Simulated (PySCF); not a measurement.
O$_{2}$Ti (SMILES [O]=[Ti]=[O]), singlet, at a GFN2-xTB geometry (such geometries of metal compounds can be far from the true shape); DF-BLYP/STO-3G run with PySCF.

The PySCF input:
```python
from pyscf import gto, scf, dft

mol = gto.Mole()
mol.atom = '''
    Ti    0.238994    0.045731    0.286556
    O     0.695269    0.116723   -1.276621
    O    -1.352503   -0.242482    0.488593
'''
mol.basis = 'sto-3g'
mol.charge = 0
mol.spin = 0
mol.verbose = 4
mol.build()

mf = dft.RKS(mol)
mf.xc = 'blyp'
mf = mf.density_fit(auxbasis='def2-universal-jkfit')
mf.kernel()
```

What the program printed (banner, timings and long lists left out):

```
PySCF version 2.14.0

[INPUT] verbose = 4
[INPUT] num. atoms = 3
[INPUT] num. electrons = 38
[INPUT] charge = 0
[INPUT] spin (= nelec alpha-beta = 2S) = 0
[INPUT] symmetry False subgroup None
[INPUT] Mole.unit = angstrom
[INPUT] Symbol           X                Y                Z      unit          X                Y                Z       unit  Magmom
[INPUT]  1 Ti     0.238994000000   0.045731000000   0.286556000000 AA    0.451633205414   0.086419065402   0.541512359351 Bohr   0.0
[INPUT]  2 O      0.695269000000   0.116723000000  -1.276621000000 AA    1.313867992900   0.220574502438  -2.412464054868 Bohr   0.0
[INPUT]  3 O     -1.352503000000  -0.242482000000   0.488593000000 AA   -2.555860252653  -0.458224570137   0.923306956380 Bohr   0.0

nuclear repulsion = 126.697281756257
number of shells = 14
number of NR pGTOs = 84
number of NR cGTOs = 28
basis = sto-3g
ecp = {}

******** <class 'pyscf.df.df_jk.DFRKS'> ********
method = DFRKS
initial guess = minao
damping factor = 0
level_shift factor = 0
DIIS = <class 'pyscf.scf.diis.CDIIS'>
diis_start_cycle = 1
diis_space = 8
diis_damp = 0
SCF conv_tol = 1e-09
SCF conv_tol_grad = None
SCF max_cycles = 50
direct_scf = False
XC library pyscf.dft.libxc version 7.1.2
    S. Lehtola, C. Steigemann, M. J. T. Oliveira, and M. A. L. Marques,  SoftwareX 7, 1–5 (2018)
XC functionals = blyp
    A. D. Becke,  Phys. Rev. A 38, 3098 (1988)
    C. Lee, W. Yang, and R. G. Parr,  Phys. Rev. B 37, 785 (1988)
    B. Miehlich, A. Savin, H. Stoll, and H. Preuss,  Chem. Phys. Lett. 157, 200 (1989)
radial grids:
    Treutler-Ahlrichs [JCP 102, 346 (1995); DOI:10.1063/1.469408] (M4) radial grids

becke partition: Becke, JCP 88, 2547 (1988); DOI:10.1063/1.454033
pruning grids: <function nwchem_prune>
grids dens level: 3
symmetrized grids: False
atomic radii adjust function: <function treutler_atomic_radii_adjust>
small_rho_cutoff = 0
Set gradient conv threshold to 3.16228e-05
Initial guess from minao.
tot grids = 49072
init E= -988.374993046087
  HOMO = -0.476230343948095  LUMO = -0.223689834716818  gap/eV = 6.87198
cycle= 1 E= -988.396819173369  delta_E= -0.0218  |g|= 1.29  |ddm|= 3.41
  HOMO = -0.0783157738541608  LUMO = -0.0338013788941675  gap/eV = 1.21130
cycle= 2 E= -973.259997958515  delta_E= 15.1  |g|= 5.38  |ddm|= 6.89
  HOMO = -0.0476192835011209  LUMO = 0.0119514217249579  gap/eV = 1.62100
cycle= 3 E= -988.96603848748  delta_E= -15.7  |g|= 0.429  |ddm|= 6.52
  HOMO = -0.0648061630170987  LUMO = -0.047976495291182  gap/eV = 0.45796
cycle= 4 E= -989.022621564951  delta_E= -0.0566  |g|= 0.116  |ddm|= 0.629
  HOMO = -0.0633447685089861  LUMO = -0.0428915391546404  gap/eV = 0.55656
cycle= 5 E= -989.020289560853  delta_E= 0.00233  |g|= 0.138  |ddm|= 0.255
  HOMO = -0.0558365019544054  LUMO = -0.0424498744421179  gap/eV = 0.36427
cycle= 6 E= -989.02554971713  delta_E= -0.00526  |g|= 0.0534  |ddm|= 0.218
  HOMO = -0.0576052648881957  LUMO = -0.0454661465435608  gap/eV = 0.33032
cycle= 7 E= -989.026197346709  delta_E= -0.000648  |g|= 0.0195  |ddm|= 0.0371
  HOMO = -0.0560104582144607  LUMO = -0.0454421505439723  gap/eV = 0.28758
cycle= 8 E= -989.02630964269  delta_E= -0.000112  |g|= 0.00642  |ddm|= 0.0493
  HOMO = -0.0559822345201644  LUMO = -0.045435774504206  gap/eV = 0.28698
cycle= 9 E= -989.026319507187  delta_E= -9.86e-06  |g|= 0.0032  |ddm|= 0.0169
  HOMO = -0.0561510652460034  LUMO = -0.0454136620639237  gap/eV = 0.29218
cycle= 10 E= -989.02632251983  delta_E= -3.01e-06  |g|= 0.000273  |ddm|= 0.00593
  HOMO = -0.056136402061526  LUMO = -0.0454136037625289  gap/eV = 0.29178
cycle= 11 E= -989.02632254381  delta_E= -2.4e-08  |g|= 1.38e-05  |ddm|= 0.00058
  HOMO = -0.0561357009612868  LUMO = -0.0454134774666339  gap/eV = 0.29177
cycle= 12 E= -989.026322543893  delta_E= -8.37e-11  |g|= 2.36e-06  |ddm|= 9.87e-05
  HOMO = -0.0561354118831425  LUMO = -0.0454133985026017  gap/eV = 0.29176
Extra cycle  E= -989.026322543819  delta_E= 7.39e-11  |g|= 1.5e-05  |ddm|= 6.73e-05
converged SCF energy = -989.026322543819
```
